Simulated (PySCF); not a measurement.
How the method changes the constants of Bi₂

State: ¹Σg⁺ (singlet), closed shell. Set-up: basis Bi def2-TZVPP with ECP60; scalar-relativistic core potentials; PySCF 2.14. De refers to Bi + Bi in their high-spin ground configurations, without counterpoise correction.

```csv
Level,Re (Å),ωe (cm⁻¹),De (eV)
RHF-MP2,2.675,172,2.52
RHF-SCS-MP2,2.677,174,2.38
RHF-CCSD,2.623,204,1.71
RHF-CCSD(T),2.658,188,2.24
PBE,2.652,194,2.84
TPSS,2.640,198,2.71
r²SCAN,2.625,204,2.14
r²SCANh,2.613,208,1.99
PBE0,2.609,209,2.25
r²SCAN0,2.595,215,1.78
M06,2.673,194,4.09
ωB97X,2.582,224,3.01
```

**Question.** Which functional lies closest to RHF-CCSD(T) in De, which farthest, and by how much do they differ from it?

**Answer.** Closest is PBE0 (-4.9 pm in Re, +11.2 % in ωe, +0.01 eV in De against RHF-CCSD(T) in the same basis), farthest M06 (+1.5 pm in Re, +3.2 % in ωe, +1.85 eV in De). CCSD(T) converges more slowly with the basis than the functionals do and binds too weakly in this one, so the order can change at the basis-set limit.

**Question.** What does a quarter of exact exchange do here, going from PBE to PBE0?

**Answer.** PBE0 less PBE: -4.3 pm in Re, +7.7 % in ωe, -0.59 eV in De. Exact exchange removes part of the self-interaction that spreads semilocal densities, and in most molecules shortens and stiffens the bond and lowers De; so it does here.

**Question.** What does the step from GGA to meta-GGA do here, going from PBE to r²SCAN?

**Answer.** r²SCAN less PBE: -2.7 pm in Re, +5.2 % in ωe, -0.70 eV in De. 

Correlated steps freeze 8 core orbitals. Closed-shell solutions of metal pairs were not tested for spin polarisation, which can lower them a little. Spin–orbit coupling is left out, which matters for elements this heavy, above all for dissociation energies. Where the molecule has an RHF reference, its open-shell atoms are computed with UHF.

The whole job (state search and all levels along the bond) took about 9.4 min on 2 threads of Arm Neoverse V1 (shared host), peak memory 2.8 GiB.
